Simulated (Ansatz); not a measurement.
CH3BeF (SMILES [CH3][Be][F]) moved off its minimum; all values from Ansatz (a quantum-chemistry and plane-wave program), cores frozen in correlated methods.
(charge 0, multiplicity 1)
```xyz
6

Be    -0.06417     0.15184    -0.16706
F     -0.43253     1.12098    -1.11162
C      0.37622    -1.02570     0.88180
H      0.32642    -2.07758     0.44826
H     -0.38949    -1.23868     1.71826
H      1.45089    -0.94760     1.59518
```

Forces at wB97M-V/def2-TZVPP (eV/Å):

| atom | Fx | Fy | Fz |
|---|---|---|---|
| Be1 | -0.111 | 0.891 | -0.748 |
| F2 | 0.135 | -0.439 | 0.456 |
| C3 | 1.553 | -2.459 | 3.727 |
| H4 | 0.647 | 1.265 | 0.091 |
| H5 | 0.829 | 0.888 | -1.042 |
| H6 | -3.052 | -0.146 | -2.485 |

Q: Give the forces (eV/Å), the total energy and the dipole at CCSD(T)/aug-cc-pVTZ.

A: 
| atom | Fx | Fy | Fz |
|---|---|---|---|
| Be1 | -0.183 | 1.091 | -0.925 |
| F2 | 0.141 | -0.448 | 0.466 |
| C3 | 1.570 | -2.485 | 3.738 |
| H4 | 0.666 | 1.132 | 0.047 |
| H5 | 0.742 | 0.864 | -0.921 |
| H6 | -2.936 | -0.154 | -2.404 |
Energy -154.3436 hartree, dipole 1.44 D.
